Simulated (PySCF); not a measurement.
A geometry optimisation on `C=Cc1ccc(Cl)cc1N=C`.

Method: PBE0-D3(BJ)/def2-SVP geometry optimisation, gas phase (PySCF 2.14.0). Start geometry: GFN2-xTB. A driver script takes a list of jobs; this job's settings line and coordinates (Å) are shown.

Command:
```bash
OMP_NUM_THREADS=1 python probes_run.py task.json out
```

Input:
```
{"job": {"xc": "PBE0", "basis": "def2-SVP", "d3": "d3bj", "grid": 1, "shake": 0.01, "kind": "geom"}, "charge": 0, "multiplicity": 1}
C      3.072940    -0.326040    -0.090960
C      1.817620    -0.688430     0.225700
C      0.607240     0.144330     0.180880
C      0.704170     1.540600     0.170950
C     -0.483300     2.294710     0.136630
C     -1.716550     1.670390     0.125490
Cl    -3.154030     2.605420     0.101790
C     -1.783560     0.292170     0.122900
C     -0.636880    -0.475220     0.181800
N     -0.702170    -1.858510     0.272080
C     -1.443320    -2.582250    -0.443380
H      3.283410     0.691840    -0.443950
H      3.857730    -0.967820    -0.036230
H      1.623540    -1.701720     0.546590
H      1.622670     2.025830     0.206910
H     -0.428610     3.392610     0.157570
H     -2.759700    -0.191090     0.133060
H     -2.051980    -2.211280    -1.279330
H     -1.459950    -3.648470    -0.247760
```

Output:
```
step   0  E = -861.62916416  max force = 0.064968
step   1  E = -861.63869563  max force = 0.018615
step   2  E = -861.63932787  max force = 0.006099
step   3  E = -861.63941370  max force = 0.005244
step   4  E = -861.63964981  max force = 0.001876
step   5  E = -861.63965101  max force = 0.001505
step   6  E = -861.63968092  max force = 0.000811
step   7  E = -861.63968325  max force = 0.000684
step   8  E = -861.63968839  max force = 0.000426
optimisation converged
```

Energies in Eh; «max force» is the largest Cartesian gradient component in Eh/bohr.

**Question.** Give the first gradient maximum in eV/Å.

**Answer.** With 1 Eh/bohr = 51.422 eV/Å, 3.341 eV/Å.

Summary of the converged run: final energy -861.63969 Eh after 8 steps; dipole 1.34 D.

**Question.** Give the final coordinates.

**Answer.** 0.066 Å rms from the input after alignment:
```
atom  x, y, z in Å
C1     1.4989    0.2645    0.1627
C2     0.2720   -0.1106    0.5445
C3    -0.9372    0.7165    0.5015
C4    -0.8944    2.1160    0.4407
C5    -2.0484    2.8883    0.4120
C6    -3.2894    2.2526    0.4501
Cl7   -4.7410    3.1978    0.4463
C8    -3.3768    0.8664    0.5040
C9    -2.2079    0.0934    0.5219
N10   -2.2650   -1.2992    0.6065
C11   -3.0752   -1.9619   -0.1045
H12    1.7070    1.2505   -0.2634
H13    2.3456   -0.4191    0.2545
H14    0.1105   -1.1274    0.9165
H15    0.0760    2.6164    0.4421
H16   -1.9966    3.9775    0.3845
H17   -4.3536    0.3842    0.5621
H18   -3.7345   -1.5036   -0.8663
H19   -3.1331   -3.0515    0.0230
```

**Question.** How long does this job take on one thread, AMD EPYC (x86_64) (shared host)? And the peak memory of the process?

**Answer.** About 7.2 min, with 0.91 GiB resident at the peak, the Python interpreter and its libraries included.
Labels such as C1 count atoms from 1, the log's own numbers from 0.
